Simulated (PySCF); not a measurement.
Species: sum formula SiH$_{3}$S$_{3}$ (charge 0, doublet). It need not be the lowest isomer of its formula. SMILES: S[Si](S)S
Geometry from a B3LYP-D3(BJ)/def2-TZVP (Ansatz) optimisation:
```xyz
7

S     -0.0926     1.5130    -1.3552
Si     0.2710    -0.3622    -0.3462
S      1.4256    -0.1773     1.4768
S     -1.7185    -0.9920     0.1589
H      1.0980     2.0292    -1.0063
H      2.6143    -0.2266     0.8486
H     -1.3380    -2.2311     0.5178
```
Charge 0, spin multiplicity 2.

Dispersion corrections to the total energy (kcal/mol) from the dftd3 and dftd4 libraries through PySCF: D3(BJ) without and D4 with the three-body term, each with the damping fitted for the functional named.

```json
[
 {"functional": "PBE0", "D3(BJ)": "-5.56", "D4": "___"},
 {"functional": "B3LYP", "D3(BJ)": "-11.59", "D4": "-10.06"},
 {"functional": "revPBE", "D3(BJ)": "-13.77", "D4": "-15.14"},
 {"functional": "B2GP-PLYP", "D3(BJ)": "-6.74", "D4": "-2.65"},
 {"functional": "BP86", "D3(BJ)": "-11.49", "D4": "-8.70"},
 {"functional": "PW6B95", "D3(BJ)": "___", "D4": "-4.94"},
 {"functional": "TPSS", "D3(BJ)": "___", "D4": "-8.20"}
]
```

Some entries are withheld; supply them.


- PBE0, D4: -5.23
- PW6B95, D3(BJ): -4.15
- TPSS, D3(BJ): -7.92
